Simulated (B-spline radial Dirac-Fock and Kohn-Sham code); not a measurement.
Calculated with a radial atomic solver, using relaxed Dirac-Fock hole states (ΔSCF) with Breit and QED corrections and a finite nucleus. Correlation energy is missing from these numbers.

Q: Identify the element and charge state from the binding energies below (tabulated ground configuration; the least bound level is included).

| level | binding energy (eV) |
| --- | --- |
| 2p3/2 | 13085.7 |
| 3s | 3908.7 |
| 3p3/2 | 3122.3 |
| 4s | 950.1 |
| 4p1/2 | 820.7 |
| 5s | 204.3 |
| 5d5/2 | 67.27 |

A: Pb⁴⁺: Z = 82 with 78 electrons, [Xe] 4f14 5d10.
